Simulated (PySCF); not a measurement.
C5HF3.
Geometry (PBE0-D3(BJ)/def2-SVP, Å), atoms numbered from 1 in this order:
```xyz
9
C5HF3 angstrom
C      3.192   -0.102   -0.450
C      1.991   -0.059   -0.267
C      0.638   -0.016   -0.060
C     -0.562    0.017    0.125
C     -2.011    0.060    0.357
F     -2.302    0.826    1.406
F     -2.493   -1.159    0.594
F     -2.649    0.555   -0.702
H      4.255   -0.138   -0.610
```

Jobs on this species (9 atoms, 58 electrons) with PySCF (density fitting). Hardware of each: one thread of an Arm Neoverse V1 (shared host). The host was shared with other jobs, so the times are rough. Peak memory is the resident size of the whole Python process, interpreter and libraries included.

| level and settings | work | basis functions | SCF cycles | wall time | peak memory |
| --- | --- | --- | --- | --- | --- |
| delta-SCF UKS B3LYP, pcX-2 on the ionised atom, pcseg-1 elsewhere, spin-free X2C | ΔSCF core ionisation, 6 holes | 148 | ? | ? | ? |
| delta-SCF UKS SCAN, pcX-2 on the ionised atom, pcseg-1 elsewhere, non-relativistic | ΔSCF core ionisation, 6 holes | 148 | ? | ? | ? |
| delta-SCF UKS SCAN, pcX-1 on the ionised atom, pcseg-1 elsewhere, spin-free X2C | ΔSCF core ionisation, 6 holes | 127 | 147 | 28 s | 0.56 GiB |
| delta-SCF UKS SCAN, def2-TZVP on the ionised atom, pcseg-1 elsewhere, spin-free X2C | ΔSCF core ionisation, 6 holes | 134 | 145 | 31 s | 0.56 GiB |
| delta-SCF UKS PBE, pcX-2 on the ionised atom, pcseg-1 elsewhere, spin-free X2C | ΔSCF core ionisation, 6 holes | 148 | 122 | 20 s | 0.56 GiB |
| PBE0-D3(BJ)/def2-SVP, grid level 1 | geometry optimisation from a GFN2-xTB start shaken at random | 117 | 62 | 42 s | 0.47 GiB |
| delta-SCF UKS SCAN, pcX-2 on the ionised atom, pcseg-1 elsewhere, spin-free X2C | ΔSCF core ionisation, 6 holes | 148 | 147 | 35 s | 0.48 GiB |
| delta-SCF UKS PBE0, pcX-2 on the ionised atom, pcseg-1 elsewhere, spin-free X2C | ΔSCF core ionisation, 6 holes | 148 | 111 | 44 s | 0.56 GiB |

Fill in the missing figures.

- delta-SCF UKS B3LYP, pcX-2 on the ionised atom, pcseg-1 elsewhere, spin-free X2C; ΔSCF core ionisation, 6 holes: 43 s, 0.56 GiB, 108 SCF cycles
- delta-SCF UKS SCAN, pcX-2 on the ionised atom, pcseg-1 elsewhere, non-relativistic; ΔSCF core ionisation, 6 holes: 33 s, 0.56 GiB, 146 SCF cycles

What do all jobs in the table cost together?

About 4.6 min; the longest takes about 16 % of that, and about 2.2 times as long as the shortest.
